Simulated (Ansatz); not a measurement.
Cost and result for the atomization energy of `CC#[N+][InH3-]` (10 atoms, 9 bonds).

```tsv
atom	x (Å)	y (Å)	z (Å)
C1	1.8036	0.9015	1.1951
C2	0.6922	0.3459	0.4584
N3	-0.1886	-0.0944	-0.1253
In4	-2.0419	-1.0206	-1.3529
H5	1.5719	1.9238	1.4972
H6	1.9944	0.2996	2.0846
H7	2.6961	0.9069	0.5679
H8	-1.3406	-2.5902	-1.5689
H9	-1.9726	0.1172	-2.6577
H10	-3.2143	-0.7897	-0.0983
```

The species carries charge 0 and has multiplicity 1. Correlated methods include outer-core shells of In, which these sets cover unevenly. In takes the def2 core potential. The structure was optimised at the PBE0-D4/def2-TZVP level. Program: Ansatz. All runs use 4 threads of an Arm Neoverse V2 on a shared host. Times are those of one run each, without the atoms' runs, and a repeat can differ threefold. Electronic energies, without spin–orbit coupling; frozen cores. CCSD(T)/CBS adds CCSD(T) − MP2 in def2-TZVPP to the MP2 limit, and its time is that of the two runs behind it. T1 = 0.014. With those shells the extrapolation isn't a true limit. HSE06 is the plane-wave form, built on full-range PBE exchange.

CCSD(T)/CBS is a level of theory with its own doubt, some kJ/mol a heavy atom from the limit and from the frozen cores, so smaller differences don't rank the functionals.

```
                             level  functions  wall time
            LDA (SPW92)/def2-TZVPP        227      0.8 s
               BHLYP-D4/def2-TZVPP        227      1.9 s
               HSE06-D4/def2-TZVPP        227        2 s
           CAM-B3LYP-D4/def2-TZVPP        227      2.2 s
r2SCAN-D4/def2-TZVPP (with forces)        227      2.8 s
             r2SCANh-D4/def2-TZVPP        227        3 s
               PBE-QIDH/def2-TZVPP        227      3.2 s
                 B2PLYP/def2-TZVPP        227      3.3 s
                  CCSD(T)/def2-SVP         98      3.6 s
                ωB97X-V/def2-TZVPP        227      5.5 s
                    MP2/def2-QZVPP        433       12 s
                CCSD(T)/def2-TZVPP        227       96 s
                 CCSD(T)/CBS(def2)          –      110 s
```

What atomization energy does each give, and how far from CCSD(T)/CBS? (Best estimate.)

The calculation gave: 
```csv
level,atomization (kJ/mol),difference from CCSD(T)/CBS,per bond
LDA (SPW92)/def2-TZVPP,3838.4,470.7,52.3
BHLYP-D4/def2-TZVPP,3264.6,-103.1,-11.5
HSE06-D4/def2-TZVPP,3356.8,-10.9,-1.2
CAM-B3LYP-D4/def2-TZVPP,3386.7,19.0,2.1
r2SCAN-D4/def2-TZVPP (with forces),3356.2,-11.5,-1.3
r2SCANh-D4/def2-TZVPP,3333.2,-34.5,-3.8
PBE-QIDH/def2-TZVPP,3329.9,-37.8,-4.2
B2PLYP/def2-TZVPP,3332.6,-35.1,-3.9
CCSD(T)/def2-SVP,3205.1,-162.6,-18.1
ωB97X-V/def2-TZVPP,3381.8,14.1,1.6
MP2/def2-QZVPP,3357.1,-10.6,-1.2
CCSD(T)/def2-TZVPP,3288.2,-79.5,-8.8
CCSD(T)/CBS(def2),3367.7,0.0,0.0
```

Leaving LDA and LC-ωPBE aside and taking each functional with its dispersion term where it has one, the values, not all of them listed here, spread over 156.7 kJ/mol, from BHLYP-D4 to PBE-D4. LDA lies +432.6 kJ/mol from PBE without D4, its usual overbinding. From r2SCAN to r2SCAN0 (25 % exact exchange), in def2-TZVPP and without D4, the atomization energy moves by −56.4 kJ/mol: exact exchange takes away binding that semilocal exchange gives to molecules. The D4 term adds +25.0 kJ/mol with B3LYP and +13.2 kJ/mol with PBE0; it sums over pairs of atoms, weighted by their polarisabilities, and B3LYP, whose exchange is more repulsive, gets the larger term.

B3LYP here is the variant with VWN-RPA as its local correlation; programs differ in this.

Spin–orbit coupling would lower the free In atoms strongly, and the atomization energy with them, by more than many differences here.
